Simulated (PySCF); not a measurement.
**Worked example: chemical shift, span and skew from a shielding tensor**

C3H10BN, SMILES BNC(C)C. Atoms are numbered in the order given.

```xyz
15

B     -2.2090    -0.1876     0.0000
H     -3.1740     0.5411     0.0000
H     -2.3103    -1.3942     0.0000
N     -0.9395     0.3792     0.0000
C      0.3488    -0.3084     0.0000
C      1.1398     0.0244    -1.2641
C      1.1398     0.0244     1.2641
H     -0.8445     1.3936     0.0000
H      0.1159    -1.3871     0.0000
H      2.0994    -0.5155    -1.2834
H      0.5696    -0.2449    -2.1661
H      1.3633     1.1044    -1.3113
H      2.0994    -0.5155     1.2834
H      1.3633     1.1044     1.3113
H      0.5696    -0.2449     2.1661
```
Charge 0, spin multiplicity 1.

The structure is a stationary point at r2SCAN-D4/def2-SVP. The structure was generated by enumeration, and PubChem lists no compound with its InChIKey, so it may never have been made. The values are those of a single conformer.

GIAO shieldings from PBE0/pcSseg-1 in PySCF, non-relativistic, no solvent. The symmetric part of the tensor of C6 has the principal values 137.3, 148.3, 183.3 ppm. The same nucleus in TMS has σ = 186.3 ppm at this level (PySCF, at its B3LYP-D3(BJ)/def2-TZVP geometry).

Problem. Work out the isotropic shielding, the ¹³C shift against TMS, the span and the skew.

Solution. 
σ(iso) = (σ11 + σ22 + σ33)/3 = 156.3 ppm. δ = σ(ref) − σ(iso) = 186.3 − (156.3) = 30.0 ppm.
Span Ω = σ33 − σ11 = 46.0 ppm. Skew κ = 3(σ(iso) − σ22)/Ω = 0.52. Tumbling in solution averages the tensor to δ; in a static solid the shielding alone would spread this spin-1/2 line over Ω.
